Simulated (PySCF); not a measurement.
BH₅Si, SMILES B[SiH3]. Atoms are numbered in the order given.

```xyz
7

B      1.4379    -0.0212     0.0000
H      2.0563     0.0024     1.0181
H      2.0563     0.0024    -1.0181
Si    -0.5718    -0.0050     0.0000
H     -0.9587     1.4351     0.0000
H     -1.1693    -0.6321    -1.2049
H     -1.1693    -0.6321     1.2049
```
Charge 0, spin multiplicity 1.

Coordinates come from a B3LYP-D3(BJ)/def2-TZVP optimisation.

Calculation: ωB97X/def2-TZVPD (PySCF).

Symmetry labels are those of the subgroup Cs that the program uses (full group Cs).

List the valence orbital energies around the gap with their symmetry. (The exact figures need the calculation; the answer reports its results.)


```
orbital  symmetry  energy (eV)
-------  --------  -----------
HOMO−7         A"      -101.13
HOMO−6         A'      -101.10
HOMO−5         A'       -18.63
HOMO−4         A'       -16.31
HOMO−3         A"       -13.03
HOMO−2         A'       -12.27
HOMO−1         A"       -11.83
HOMO           A'       -10.86
LUMO           A'        -0.17
LUMO+1         A'         1.57
LUMO+2         A'         2.08
LUMO+3         A"         2.94
```
